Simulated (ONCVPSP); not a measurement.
# Building the ONCV potential for cobalt (PBEsol, scalar-relativistic).

Co, optimised norm-conserving Vanderbilt (ONCV), made with ONCVPSP 4.0.1 (PBEsol, scalar-relativistic). Core [Ne], reference 3s2 3p6 3d7 4s1 (charge +1). Waves: 3s+4s: rc 1.45 bohr, ncon 4, nbas 7, qcut 10.6 1/bohr, 2 projectors; 3p: rc 0.90 bohr, ncon 4, nbas 9, qcut 9.1 1/bohr, 3 projectors, debl 1.3 Ha; 3d: rc 0.90 bohr, ncon 3, nbas 7, qcut 16.6 1/bohr, 1 projector; f scattering state at 0.05 Ha: rc 1.20 bohr, ncon 4, nbas 9, qcut 9.6 1/bohr, 2 projectors, debl 2.6 Ha. Local part: polynomial inside 0.60 bohr (lpopt 5, dvloc0 2 Ha). Core correction: none.

In the p channel the program set the typed energies aside and used -2.732, 0.250, 1.550 Ha.

All-electron outer shells of the reference configuration (PBEsol, scalar-relativistic, ld1.x):

```json
{"shell": "2p", "level (eV)": "-778.15", "outermost node (bohr)": "–", "outermost maximum (bohr)": "0.17"}
{"shell": "3s", "level (eV)": "-110.96", "outermost node (bohr)": "0.31", "outermost maximum (bohr)": "0.67"}
{"shell": "3p", "level (eV)": "-74.35", "outermost node (bohr)": "0.28", "outermost maximum (bohr)": "0.68"}
{"shell": "3d", "level (eV)": "-16.99", "outermost node (bohr)": "–", "outermost maximum (bohr)": "0.66"}
{"shell": "4s", "level (eV)": "-12.76", "outermost node (bohr)": "0.96", "outermost maximum (bohr)": "2.21"}
```

Problem. Estimate the cutoffs (Ha) at which the residual kinetic energy of the hardest occupied pseudo-wave falls to 1 and 0.1 mHa per electron.

Solution. 104 Ha and 118 Ha.

Problem. Does the potential have ghost states?

Solution. No bound ghost flagged; GHOST(+) flagged for s at 265.8 eV.

Problem. Which valence shell sets the plane-wave cutoff?

Solution. 3d: 104 Ha for 1 mHa per electron, against 35 Ha for 3p.

Problem. Tests: 3s2 3p6 3d7 4s2; 3s2 3p6 3d7 4s0; 3s2 3p6 3d6 4s0; 3s2 3p6 3d6 4s2 4p1. Which has the largest error in its energy relative to the reference configuration, and how large is it?

Solution. 3s2 3p6 3d6 4s2 4p1, with +10 meV (all-electron minus pseudo) on +0.65 eV.
